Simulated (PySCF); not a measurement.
C2H4N2OSi, SMILES C1C=N[SiH](O)N=1. The structure is a stationary point at B3LYP-D3(BJ)/def2-SVP. The structure was generated by enumeration, and PubChem lists no compound with its InChIKey, so it may never have been made. The values are those of a single conformer.

Computed equilibrium geometry at B3LYP-D3(BJ)/def2-SVP (PySCF confirms it by a frequency run) as bond lengths and angles, and its point group (one conformer of several):
point group Cs.
Atoms: O1 Si2 N3 C4 C5 N6 H7 H8 H9 H10. Bonds (Å): O1–Si2 1.650, O1–H7 0.965, Si2–N3 1.800, Si2–N6 1.800, Si2–H8 1.475, N3–C4 1.275, C4–C5 1.537, C4–H9 1.105, C5–N6 1.275, C5–H10 1.105. Angles (°): Si2–O1–H7 118.6, O1–Si2–N3 114.5, O1–Si2–N6 114.5, O1–Si2–H8 106.9, N3–Si2–N6 96.6, N3–Si2–H8 112.1, N6–Si2–H8 112.1, Si2–N3–C4 104.8, N3–C4–C5 116.9, N3–C4–H9 122.9, C5–C4–H9 120.3, C4–C5–N6 116.9, C4–C5–H10 120.3, N6–C5–H10 122.9, Si2–N6–C5 104.8.
